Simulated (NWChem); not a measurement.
System: C3H5ClSi; SMILES [SiH3]C=C=CCl

The following NWChem deck was run.

```
start job
memory heap 200 mb stack 900 mb global 1100 mb
geometry units angstroms noautoz
  Si     0.413006     2.505527    -0.085664
  C     -0.718581     1.132305     0.521249
  C     -0.686849    -0.078929     0.025420
  C     -0.635626    -1.274777    -0.505681
  Cl     0.396281    -2.533451     0.094852
  H      1.288941     1.977597    -1.169791
  H      1.246292     3.010973     1.047356
  H     -0.408095     3.643120    -0.602014
  H     -1.435170     1.347240     1.328160
  H     -1.247039    -1.564175    -1.364676
end
basis spherical
  * library def2-tzvp
end
dft
  xc xcamb88 1.00 lyp 0.81 vwn_5 0.19 hfexch 1.00
  cam 0.33 cam_alpha 0.19 cam_beta 0.46
  iterations 150
  semidirect filesize 400000000
  mulliken
end
task dft energy
```

Parts of the log:

```
             Northwest Computational Chemistry Package (NWChem) 7.3.0
             --------------------------------------------------------

 C1  symmetry detected

                             Geometry "geometry" -> ""
                             -------------------------

 Output coordinates in angstroms (scale by  1.889725989 to convert to a.u.)

  No.       Tag          Charge          X              Y              Z
 ---- ---------------- ---------- -------------- -------------- --------------
    1 Si                  14.0000     0.42507200     2.52103648    -0.08690970
    2 C                    6.0000    -0.72824046     1.15363937     0.49159416
    3 C                    6.0000    -0.68225132    -0.06097381     0.00523939
    4 C                    6.0000    -0.61559320    -1.26046936    -0.51582838
    5 Cl                  17.0000     0.39381568    -2.51657166     0.12684798
    6 H                    1.0000     1.33535632     1.98447124    -1.13799664
    7 H                    1.0000     1.22142829     3.03291595     1.06953814
    8 H                    1.0000    -0.37662631     3.65631888    -0.63768705
    9 H                    1.0000    -1.47066381     1.37510164     1.27298026
   10 H                    1.0000    -1.19885921    -1.55477728    -1.39254559

 Effective nuclear repulsion energy (a.u.)     227.8972760545

                                 NWChem DFT Module
                                 -----------------

 Summary of "ao basis" -> "ao basis" (spherical)
 ------------------------------------------------------------------------------
       Tag                 Description            Shells   Functions and Types
 ---------------- ------------------------------  ------  ---------------------
 Si                        def2-tzvp                13       37   5s5p2d1f
 C                         def2-tzvp                11       31   5s3p2d1f
 Cl                        def2-tzvp                13       37   5s5p2d1f
 H                         def2-tzvp                 4        6   3s1p

            General Information
            -------------------
          SCF calculation type: DFT
          Wavefunction type:  closed shell.
          No. of atoms     :    10
          No. of electrons :    54
           Alpha electrons :    27
            Beta electrons :    27
          Charge           :     0
          Spin multiplicity:     1
          Use of symmetry is: off; symmetry adaption is: off
          Maximum number of iterations: 150
          AO basis - number of functions:   197
                     number of shells:    79
          Convergence on energy requested:  1.00D-06
          Convergence on density requested:  1.00D-05
          Convergence on gradient requested:  5.00D-04

              XC Information
              --------------
                     Hartree-Fock (Exact) Exchange  1.000
                   CAM-Becke88 Exchange Functional  1.000
                      VWN V Correlation Functional  0.190 local
              Lee-Yang-Parr Correlation Functional  0.810

           Range-Separation Parameters
           ---------------------------
           Alpha           :  0.19
           Beta            :  0.46
           Gamma           :  0.33
           Short-Range HF  :     F

             Grid Information
             ----------------
          Grid used for XC integration:  medium
          Radial quadrature: Mura-Knowles
          Angular quadrature: Lebedev.
          Tag              B.-S. Rad. Rad. Pts. Rad. Cut. Ang. Pts.
          ---              ---------- --------- --------- ---------
          Si                  1.10       88          12.0       590
          C                   0.70       49          13.0       434
          Cl                  1.00       88          15.0       590
          H                   0.35       45          14.0       434
          Grid pruning is: on
          Number of quadrature shells:   548
          Spatial weights used:  Erf1

      Superposition of Atomic Density Guess
      -------------------------------------

 Sum of atomic energies:        -863.82612971

      Non-variational initial energy
      ------------------------------

 Total energy =    -866.114332
 1-e energy   =   -1642.415004
 2-e energy   =     548.403396
 HOMO         =      -0.260031
 LUMO         =      -0.034622

     ---------------------------------------------
      Total Density - Mulliken Population Analysis
     ---------------------------------------------

    Atom       Charge   Shell Charges
 -----------   ------   -------------------------------------------------------
    1 Si  14    13.63   2.00  0.59  1.39  0.88  0.46  4.11  1.73  0.52  1.30  0.46  0.09  0.09  0.02
    2 C    6     6.43   0.86  1.12  0.56  0.66  0.13  1.22  1.41  0.42  0.01  0.04  0.00
    3 C    6     5.92   0.86  1.12  0.60  0.50  0.07  1.17  1.26  0.26  0.02  0.05  0.02
    4 C    6     6.08   0.86  1.12  0.53  0.62  0.13  1.09  1.25  0.37  0.02  0.08  0.01
    5 Cl  17    17.16   2.01  0.45  1.52  1.10  0.82  4.19  1.69  1.09  2.84  1.42  0.01  0.03  0.00
    6 H    1     1.04   0.23  0.54  0.27  0.01
    7 H    1     1.04   0.23  0.54  0.27  0.01
    8 H    1     1.05   0.23  0.54  0.27  0.01
    9 H    1     0.82   0.23  0.44  0.13  0.02
   10 H    1     0.81   0.23  0.44  0.12  0.02

   convergence    iter        energy       DeltaE   RMS-Dens  Diis-err
 ---------------- ----- ----------------- --------- --------- ---------
 d= 0,ls=0.0,diis     1   -866.8955054889 -1.09D+03  4.54D-03  1.21D+00
 d= 0,ls=0.0,diis     2   -866.9427210162 -4.72D-02  2.08D-03  1.83D-01
 d= 0,ls=0.0,diis     3   -866.9479172524 -5.20D-03  8.99D-04  1.34D-01
 d= 0,ls=0.0,diis     4   -866.9639806574 -1.61D-02  1.53D-04  1.95D-03
 d= 0,ls=0.0,diis     5   -866.9642318949 -2.51D-04  4.65D-05  1.81D-04
  Resetting Diis
 d= 0,ls=0.0,diis     6   -866.9642542445 -2.23D-05  1.64D-05  1.53D-05
 d= 0,ls=0.0,diis     7   -866.9642559156 -1.67D-06  1.03D-05  2.06D-06
 d= 0,ls=0.0,diis     8   -866.9642557987  1.17D-07  4.53D-06  3.43D-06

         Total DFT energy =     -866.964255798740
      One electron energy =    -1646.301512751105
           Coulomb energy =      618.640200305659
    Exchange-Corr. energy =      -67.200219407826
 Nuclear repulsion energy =      227.897276054532

 Numeric. integr. density =       53.999985634068

                       DFT Final Molecular Orbital Analysis
                       ------------------------------------

 Vector   25  Occ=2.000000D+00  E=-3.818409D-01
              MO Center=  2.7D-01, -2.4D+00,  3.7D-02, r^2= 1.7D+00
   Bfn.  Coefficient  Atom+Function         Bfn.  Coefficient  Atom+Function
  ----- ------------  ---------------      ----- ------------  ---------------
   147      0.378019   5 Cl pz              146      0.299768   5 Cl py
   150      0.260652   5 Cl pz              149      0.210809   5 Cl py
   144      0.189666   5 Cl pz              145      0.189829   5 Cl px
   138     -0.150221   5 Cl pz              143      0.149139   5 Cl py
   148      0.129558   5 Cl px              137     -0.118492   5 Cl py

 Vector   26  Occ=2.000000D+00  E=-3.524687D-01
              MO Center= -4.8D-01,  7.0D-01,  1.9D-01, r^2= 3.6D+00
   Bfn.  Coefficient  Atom+Function         Bfn.  Coefficient  Atom+Function
  ----- ------------  ---------------      ----- ------------  ---------------
    45      0.194497   2 C  pz               43      0.182865   2 C  px
    76      0.182970   3 C  pz               74      0.172858   3 C  px
    48      0.163068   2 C  pz               46      0.155839   2 C  px
    79      0.156592   3 C  pz               77      0.145168   3 C  px
   146     -0.139784   5 Cl py               51      0.107013   2 C  pz

 Vector   27  Occ=2.000000D+00  E=-3.120828D-01
              MO Center= -3.1D-01, -8.7D-01, -4.8D-02, r^2= 3.8D+00
   Bfn.  Coefficient  Atom+Function         Bfn.  Coefficient  Atom+Function
  ----- ------------  ---------------      ----- ------------  ---------------
   145      0.226697   5 Cl px              148      0.194783   5 Cl px
   105     -0.188772   4 C  px              147     -0.181643   5 Cl pz
    74     -0.174119   3 C  px              108     -0.163152   4 C  px
   150     -0.155909   5 Cl pz              107      0.151264   4 C  pz
    77     -0.148080   3 C  px               76      0.135306   3 C  pz

 Vector   28  Occ=0.000000D+00  E= 1.569338D-03
              MO Center= -4.5D-01,  1.1D-01,  1.1D-01, r^2= 4.6D+00
   Bfn.  Coefficient  Atom+Function         Bfn.  Coefficient  Atom+Function
  ----- ------------  ---------------      ----- ------------  ---------------
    51      0.340089   2 C  pz               81      0.301825   3 C  py
   135      0.302316   5 Cl s                49      0.297618   2 C  px
    80     -0.290926   3 C  px              149      0.280707   5 Cl py
   194     -0.238951  10 H  s               103     -0.230430   4 C  s
    82     -0.225674   3 C  pz              176     -0.222224   7 H  s

 Vector   29  Occ=0.000000D+00  E= 3.560695D-02
              MO Center= -4.2D-01,  1.7D-01, -8.1D-02, r^2= 5.9D+00
   Bfn.  Coefficient  Atom+Function         Bfn.  Coefficient  Atom+Function
  ----- ------------  ---------------      ----- ------------  ---------------
     5      0.865215   1 Si s               188     -0.631606   9 H  s
    19     -0.475956   1 Si py              111      0.466795   4 C  px
    80     -0.422572   3 C  px               18     -0.386606   1 Si px
   113     -0.302561   4 C  pz               82      0.293777   3 C  pz
    73     -0.253512   3 C  s                49     -0.241882   2 C  px

 Vector   30  Occ=0.000000D+00  E= 5.472188D-02
              MO Center=  1.8D-01,  2.3D+00,  1.4D-02, r^2= 7.2D+00
   Bfn.  Coefficient  Atom+Function         Bfn.  Coefficient  Atom+Function
  ----- ------------  ---------------      ----- ------------  ---------------
    42      2.056042   2 C  s                18      1.127596   1 Si px
    19      1.048885   1 Si py              188     -0.891456   9 H  s
    50      0.642267   2 C  py               20     -0.600057   1 Si pz
     5     -0.584107   1 Si s               170     -0.527530   6 H  s
   103      0.476359   4 C  s                41      0.451410   2 C  s

     ---------------------------------------------
      Total Density - Mulliken Population Analysis
     ---------------------------------------------

    Atom       Charge   Shell Charges
 -----------   ------   -------------------------------------------------------
    1 Si  14    13.72   2.00  0.57  1.39  0.90  0.40  4.13  1.68  0.63  1.38  0.34  0.13  0.14  0.02
    2 C    6     6.27   0.85  1.12  0.52  0.63  0.11  1.33  1.23  0.43  0.01  0.04  0.00
    3 C    6     5.97   0.86  1.11  0.60  0.43  0.06  1.29  1.21  0.32  0.02  0.06  0.01
    4 C    6     6.16   0.85  1.12  0.53  0.57  0.13  1.31  1.19  0.35  0.02  0.08  0.01
    5 Cl  17    17.08   2.01  0.43  1.52  1.14  0.77  4.19  1.66  1.16  2.72  1.40  0.02  0.05  0.01
    6 H    1     1.03   0.25  0.53  0.25  0.01
    7 H    1     1.04   0.25  0.53  0.26  0.01
    8 H    1     1.04   0.25  0.53  0.26  0.01
    9 H    1     0.85   0.26  0.47  0.09  0.02
   10 H    1     0.84   0.27  0.47  0.08  0.02

     -------------------------------------------
      Total Density - Lowdin Population Analysis
     -------------------------------------------

    Atom       Charge   Shell Charges
 -----------   ------   -------------------------------------------------------
    1 Si  14    13.69   2.00  0.83  1.10  0.53  0.33  3.85  1.87  0.72  1.23  0.66  0.13  0.37  0.08
    2 C    6     6.27   0.91  1.04  0.35  0.35  0.20  1.13  1.34  0.67  0.02  0.24  0.03
    3 C    6     6.11   0.91  1.03  0.36  0.34  0.17  1.09  1.18  0.58  0.02  0.38  0.05
    4 C    6     6.47   0.91  1.03  0.36  0.36  0.20  1.12  1.34  0.66  0.03  0.42  0.05
    5 Cl  17    16.65   1.98  0.84  1.14  0.88  0.72  3.93  1.90  1.26  2.41  1.47  0.01  0.09  0.01
    6 H    1     1.03   0.24  0.47  0.29  0.02
    7 H    1     1.04   0.24  0.47  0.30  0.02
    8 H    1     1.04   0.24  0.47  0.30  0.02
    9 H    1     0.84   0.24  0.38  0.16  0.06
   10 H    1     0.86   0.25  0.38  0.16  0.06

     Multipole analysis of the density
     ---------------------------------

     L   x y z        total         alpha         beta         nuclear
     -   - - -        -----         -----         ----         -------
     0   0 0 0     -0.000000    -27.000000    -27.000000     54.000000

     1   1 0 0     -0.366371     -0.183185     -0.183185      0.000000
     1   0 1 0      0.474633      0.237317      0.237317     -0.000000
     1   0 0 1     -0.095006     -0.047503     -0.047503      0.000000

     2   2 0 0    -33.427982    -53.195471    -53.195471     72.962960
     2   1 1 0      0.270141     -4.932443     -4.932443     10.135027
     2   1 0 1      0.117501      0.251453      0.251453     -0.385405
     2   0 2 0    -34.809438   -454.852823   -454.852823    874.896208
     2   0 1 1      1.528449     -1.694826     -1.694826      4.918101
     2   0 0 2    -33.079313    -34.093518    -34.093518     35.107723
```

Level: CAM-B3LYP/def2-TZVP. All runs use the structure optimised with PBE0/def2-SVP.
